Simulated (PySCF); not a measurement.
CH₅BiO. Atoms are numbered in the order given.

```xyz
8

Bi     0.0077     0.4400     0.0000
H     -1.2746     0.1958    -1.2743
H     -1.2746     0.1958     1.2743
O      0.6619    -1.5719     0.0000
C     -0.2894    -2.6005     0.0000
H     -0.9489    -2.5840     0.8932
H      0.2464    -3.5679     0.0000
H     -0.9489    -2.5840    -0.8932
```

Geometry optimised at B3LYP-D3(BJ)/def2-SVP. The def2 effective core potentials stand for the cores of Bi; spin–orbit coupling is left out.

Computed with CAM-B3LYP/def2-TZVPD (PySCF).

The molecule is in vacuum.

Computed frontier levels, gap, dipole moment and polarisability:
```
Item                                                                                                            Value
---------------------------------------------------------------------------------------------  ----------------------
highest occupied level                                                                                       -8.80 eV
lowest empty level                                                                                           -0.51 eV
orbital gap                                                                                                   8.29 eV
dipole moment                                                                                                  1.94 D
quadrupole, principal values (traceless, Buckingham form, about the centre of nuclear charge)   -4.55, 0.05, 4.50 D·Å
mean static polarisability                                                                       67.3 bohr³ (9.97 Å³)
polarisability, principal values                                                               61.9, 63.4, 76.6 bohr³
```
